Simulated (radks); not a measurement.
Ionisation of neutral chromium, [Ar] 3d5 4s1, to [Ar] 3d5 as the strength of local exchange is varied. All-electron calculation, non-relativistic Kohn-Sham, Slater X-alpha exchange (alpha = 2/3 is LDA exchange), no correlation, spin-polarised, spherical densities, point nucleus; open shells are filled with parallel spins first. Program: a radial shooting solver on a logarithmic mesh with Libxc functionals.

alpha  E(Cr) (hartree)  exchange (hartree)  IE (eV)  -e of the level emptied (eV)  <r> of it (bohr)
0.572      -1033.97959           -37.90223    6.527                    3.648 (4s)             3.465
0.64       -1038.49617           -42.60979    6.879                    3.976 (4s)             3.401
0.644      -1038.76252           -42.88802    6.900                    3.996 (4s)             3.397
0.667      -1040.29545           -44.49067    7.022                    4.112 (4s)             3.376
0.706      -1042.90037           -47.21918    7.230                    4.314 (4s)             3.339
0.775      -1047.52624           -52.08026    7.607                    4.683 (4s)             3.276

NIST Atomic Spectra Database: 6.767 eV (measured). The Delta-SCF value meets it near alpha = 0.62. Open shells are spherical and high-spin; term and fine-structure splittings are not resolved.
